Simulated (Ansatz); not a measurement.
Computed with Ansatz.

A structure relaxed at PBE0-D4/def2-TZVP, charge 0, multiplicity 1:

```xyz
14

C     1.9923    0.5103   -0.3089
O     1.2477   -0.6593   -0.0436
Si   -0.3521   -0.6538    0.2830
C    -1.4135   -0.0897   -1.1259
N    -0.6462    0.3459    1.6335
Br   -0.7782   -2.8142    0.6638
H     1.7468    1.3134    0.3933
H     1.8124    0.8673   -1.3286
H     3.0514    0.2670   -0.2106
H    -2.4734   -0.1617   -0.8718
H    -1.1904    0.9489   -1.3846
H    -1.2366   -0.7137   -2.0038
H    -0.1808    0.1511    2.5067
H    -1.5796    0.6885    1.7976
```

(1) Give its formula and SMILES.

(2) Point group (tolerance 0.08 Å, 0.16 Å for H)?

(3) Summarise the bond lengths by kind.

Results:

(1) C2H8BrNOSi, `CO[Si](C)(N)Br`.

(2) C1.

(3) 1 × C–O 1.412 Å; 6 × C–H 1.091 to 1.095 Å; 1 × O–Si 1.633 Å; 1 × C–Si 1.852 Å; 1 × N–Si 1.706 Å; 1 × Br–Si 2.235 Å; 2 × H–N 1.008 Å.
